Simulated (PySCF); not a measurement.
## Electronic absorption of ZrEt2Cl2

Compound: ZrEt2Cl2, C₄H₁₀Cl₂Zr (singlet state).
Structure used (PBE0-D3(BJ)/def2-SVP), in Å, numbered top down from 1:
```
atom  x, y, z in Å
Zr1   -0.485    0.079   -0.470
C2    -0.781   -0.112    1.689
C3    -2.216    0.067    2.179
H4    -0.100    0.629    2.157
H5    -0.382   -1.110    1.964
H6    -2.303   -0.047    3.273
H7    -2.609    1.066    1.929
H8    -2.896   -0.672    1.725
C9     1.667   -0.093   -0.821
C10    2.070   -0.005   -2.291
H11    1.994   -1.052   -0.369
H12    2.146    0.708   -0.222
H13    3.163   -0.057   -2.432
H14    1.633   -0.826   -2.882
H15    1.736    0.940   -2.750
Cl16  -1.143    2.243   -1.115
Cl17  -1.523   -1.759   -1.503
```

The calculation used TDDFT wB97X-D/def2-SVPD, vertical, gas phase, core orbitals frozen in the response, def2 core potentials past Kr (PySCF). Spin–orbit coupling is left out.

**Question.** List the vertical singlet excitations with oscillator strengths and describe the spectrum.

**Answer.** 

```
state  E (eV)  E (kJ/mol)  λ (nm)       f  main configurations (H = HOMO, L = LUMO)
   S1    4.06         391   305.7  0.0002                               H-1→L (96%)
   S2    4.31         416   287.4  0.0010                                 H→L (97%)
   S3    4.35         419   285.2  0.0000                               H→L+1 (93%)
   S4    4.36         421   284.1  0.0000                             H-1→L+1 (90%)
   S5    5.07         489   244.4  0.0000                             H-1→L+2 (96%)
   S6    5.09         491   243.8  0.0018                               H→L+2 (94%)
   S7    5.62         542   220.5  0.0058                 H-1→L+3 (84%), H→L+5 (9%)
   S8    5.78         557   214.6  0.0096                H→L+3 (78%), H-1→L+5 (15%)
   S9    6.36         614   194.8  0.0002                             H-2→L+1 (92%)
  S10    6.42         619   193.1   0.013                H-2→L (79%), H-3→L+1 (18%)
```

Triplets (Tamm–Dancoff): T1 3.79 eV, H-1→L (95%); T2 3.91 eV, H→L (95%); T3 3.99 eV, H-1→L+1 (92%); T4 4.07 eV, H→L+1 (90%).

The lowest singlet lies at 4.06 eV (306 nm, ultraviolet) and is dark (f under 0.0005); its leading configuration is HOMO-1→LUMO (96%). The most intense listed level is S10 at 6.42 eV (193 nm, f = 0.013), 2.36 eV above S1. It is the last of those listed, so stronger ones may follow. For S1 the Löwdin share of zirconium is 28% in HOMO-1 and 72% in LUMO; for S10 the Löwdin share of zirconium is at most 4% in HOMO-2 and 72% in LUMO (ligand-to-metal charge transfer by this measure). The listed states span 2.36 eV, and the widest gap between neighbours is 0.71 eV (S4 to S5). Orbital energies (eV): HOMO-3 -11.44, HOMO-2 -11.14, HOMO-1 -9.48, HOMO -9.40, LUMO -0.11, LUMO+1 0.03, LUMO+2 0.66. Weighted by f, the mean energy of these states is 5.92 eV. No computed singlet lies in the visible range (380 to 750 nm); the lowest, at 306 nm, stands 0.79 eV above its violet end (3.26 eV). Singlets were solved by full linear response, triplets in the Tamm–Dancoff approximation.
